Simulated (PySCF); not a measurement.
**EPR parameters of C6H13O**

Species: C6H13O (doublet state).
SMILES with atom numbers: `[CH3:1][CH:2][C@H:3]([CH3:4])[CH2:5][O:6][CH3:7]` (hydrogens: H8, H9, H10 on C1; H11 on C2; H12 on C3; H13, H14, H15 on C4; H16, H17 on C5; H18, H19, H20 on C7)

Structure used (GFN2-xTB), in Å, numbered top down from 1:
```
atom  x, y, z in Å
C1    -1.454    1.921    0.118
C2    -1.432    0.478    0.428
C3    -0.707   -0.478   -0.444
C4    -1.391   -1.848   -0.464
C5     0.755   -0.648    0.031
O6     1.456    0.552   -0.194
C7     2.785    0.501    0.250
H8    -1.856    2.098   -0.883
H9    -0.434    2.324    0.113
H10   -2.047    2.476    0.841
H11   -1.756    0.134    1.395
H12   -0.656   -0.073   -1.460
H13   -1.402   -2.279    0.534
H14   -0.870   -2.530   -1.132
H15   -2.418   -1.744   -0.806
H16    0.772   -0.903    1.103
H17    1.234   -1.471   -0.524
H18    2.838    0.335    1.334
H19    3.235    1.462    0.009
H20    3.343   -0.299   -0.253
```

The hyperfine couplings belong to this conformer and change with its torsions.

Method: PySCF, UKS B3LYP, pcH-1 on C H O, non-relativistic, mean-field spin-orbit, GIAO. The structure is a single GFN2-xTB conformer in the gas phase; no vibrational or solvent corrections. Couplings are sensitive to structure, and on GFN2-xTB geometries they can be far from those on DFT ones. Stability of the SCF solution: not tested.

```json
{
 "g1, g2, g3": "2.00214, 2.00269, 2.00288",
 "g_iso": "2.00257",
 "Form of g": "rhombic: the two nearest values differ by 25 % of g3 − g1",
 "⟨S²⟩": "0.7538 (exact 0.7500)",
 "HOMO–LUMO gap, α and β orbitals": "6.23, 6.04 eV",
 "Basis functions": "305"
}
```

Hyperfine couplings atom by atom, in 10⁻⁴ cm⁻¹; T1 to T3 are the principal values of the dipolar part (1 × 10⁻⁴ cm⁻¹ = 2.998 MHz):

```json
{"atom": "C1", "isotope": "13C", "a_iso": "-11.2", "T1": "-0.9", "T2": "0.0", "T3": "0.9", "Mulliken spin population": "-0.09"}
{"atom": "C2", "isotope": "13C", "a_iso": "34.0", "T1": "-26.9", "T2": "-26.7", "T3": "53.7", "Mulliken spin population": "1.03"}
{"atom": "C3", "isotope": "13C", "a_iso": "-9.8", "T1": "-0.6", "T2": "-0.1", "T3": "0.8", "Mulliken spin population": "-0.08"}
{"atom": "C4", "isotope": "13C", "a_iso": "10.2", "T1": "-0.9", "T2": "-0.8", "T3": "1.7", "Mulliken spin population": "0.02"}
{"atom": "C5", "isotope": "13C", "a_iso": "24.0", "T1": "-1.9", "T2": "-1.7", "T3": "3.6", "Mulliken spin population": "0.04"}
{"atom": "O6", "isotope": "17O", "a_iso": "0.4", "T1": "-0.2", "T2": "0.0", "T3": "0.2", "Mulliken spin population": "0.00"}
{"atom": "C7", "isotope": "13C", "a_iso": "0.8", "T1": "-0.1", "T2": "-0.1", "T3": "0.2", "Mulliken spin population": "0.00"}
{"atom": "H8", "isotope": "1H", "a_iso": "30.1", "T1": "-1.7", "T2": "-1.5", "T3": "3.2", "Mulliken spin population": "0.04"}
{"atom": "H9", "isotope": "1H", "a_iso": "47.5", "T1": "-1.9", "T2": "-1.0", "T3": "2.8", "Mulliken spin population": "0.06"}
{"atom": "H10", "isotope": "1H", "a_iso": "2.0", "T1": "-1.7", "T2": "-1.3", "T3": "3.0", "Mulliken spin population": "0.00"}
{"atom": "H11", "isotope": "1H", "a_iso": "-20.3", "T1": "-12.9", "T2": "0.0", "T3": "12.9", "Mulliken spin population": "-0.04"}
{"atom": "H12", "isotope": "1H", "a_iso": "4.8", "T1": "-1.7", "T2": "-1.3", "T3": "3.1", "Mulliken spin population": "0.01"}
{"atom": "H13", "isotope": "1H", "a_iso": "-0.7", "T1": "-1.1", "T2": "-0.9", "T3": "2.0", "Mulliken spin population": "0.00"}
{"atom": "H14", "isotope": "1H", "a_iso": "2.2", "T1": "-0.7", "T2": "-0.5", "T3": "1.3", "Mulliken spin population": "0.00"}
{"atom": "H15", "isotope": "1H", "a_iso": "-0.5", "T1": "-1.6", "T2": "-0.8", "T3": "2.4", "Mulliken spin population": "0.00"}
{"atom": "H16", "isotope": "1H", "a_iso": "-0.7", "T1": "-1.8", "T2": "-0.7", "T3": "2.5", "Mulliken spin population": "0.00"}
{"atom": "H17", "isotope": "1H", "a_iso": "5.9", "T1": "-1.1", "T2": "-0.5", "T3": "1.6", "Mulliken spin population": "0.01"}
{"atom": "H18", "isotope": "1H", "a_iso": "0.0", "T1": "-0.3", "T2": "-0.3", "T3": "0.6", "Mulliken spin population": "0.00"}
{"atom": "H19", "isotope": "1H", "a_iso": "0.2", "T1": "-0.3", "T2": "-0.2", "T3": "0.5", "Mulliken spin population": "0.00"}
{"atom": "H20", "isotope": "1H", "a_iso": "0.1", "T1": "-0.3", "T2": "-0.2", "T3": "0.5", "Mulliken spin population": "0.00"}
```

The largest Mulliken spin populations are on C2 (+1.03), C1 (-0.09) and C3 (-0.08). No atom but C2 exceeds +0.15. The angles at C2 add up to 358.7°, so it is planar; its axial dipolar tensor and the negative coupling of its proton fit spin in a p orbital normal to that plane.

Axes: g2 points within 15° of the C1–C2 bond.

Under fast tumbling the dipolar parts average out, and these isotropic splittings remain: 3 × 1H (H8/H9/H10, I = 1/2, 4 lines) with 2.84 mT, 1 × 1H (H11, I = 1/2, 2 lines) with 2.17 mT, 1 × 1H (H17, I = 1/2, 2 lines) with 0.63 mT, 1 × 1H (H12, I = 1/2, 2 lines) with 0.52 mT, 1 × 1H (H16, I = 1/2, 2 lines) with 0.07 mT and 3 × 1H (H13/H14/H15, I = 1/2, 4 lines) with 0.04 mT.

Nuclei that the bonding pattern makes equivalent are averaged, as if the motion that swaps them (rotation, inversion, ring flip) were fast. The three 1H nuclei of mean +79.6 MHz run from 6.0 to 142.4 MHz in the frozen geometry. The three 1H nuclei of mean +1.0 MHz run from -2.0 to 6.5 MHz in the frozen geometry.

The 13C coupling of C2 (101.8 MHz) shows only in satellite lines or after enrichment, since that isotope makes up about 1.07 % of natural carbon.

Examples of negative spin density at the nucleus (bohr⁻³): C1 (-0.0299), C3 (-0.0262) and H11 (-0.0136).
